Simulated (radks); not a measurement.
Values are calculated unless marked as measured or tabulated.
Question: Radial electron density D(r) = 4 pi r^2 rho(r) of an atom or ion with 27 electrons. Code: a radial shooting solver on a logarithmic mesh with Libxc functionals. Model: non-relativistic Kohn-Sham, PBE, spin-polarised, spherical densities, point nucleus.

r (bohr)  D(r) (e/bohr)  spin D(r)
0.002003         0.7425    0.00472
0.00265           1.252    0.00795
0.003507          2.085     0.0132
0.00464           3.419     0.0216
0.006189          5.560     0.0350
0.008189          8.669     0.0543
0.01083           13.02     0.0805
0.01434           18.64      0.112
0.01912           25.20      0.145
0.0253            31.07      0.163
0.03347           34.55      0.150
0.04429           34.14     0.0939
0.0586            30.61     0.0219
0.07816           27.89     0.0213
0.1034            30.60      0.193
0.1368            37.20      0.488
0.181             39.21      0.632
0.2415            30.85      0.515
0.3195            20.44      0.758
0.4227            18.55       1.92
0.5593            21.65       3.03
0.746             19.17       2.66
0.9871            11.33       1.36
1.306             4.609      0.441
1.728             1.400      0.157
2.305            0.4431      0.198
3.05             0.3363      0.306
4.035            0.2821      0.280
5.339            0.1247      0.125
7.121           0.02336     0.0234
9.421          0.001525    0.00153

What is the nuclear charge?

Answer: Z = 29. The innermost maximum, from 1s, lies near 1/Z = 0.0345 bohr (found: 0.0374), and its height grows with Z. The density is that of the copper ion Cu2+ in [Ne] 3s1 3p6 3d9 4d1; the configuration itself is not fixed sharply by these data, and Z only to about a unit. D(r) has 3 maxima, at r = 0.0374, 0.167, 0.592 bohr, and minima at 0.0794, 0.384 bohr, inside which lie 2.10, 10.97 electrons.
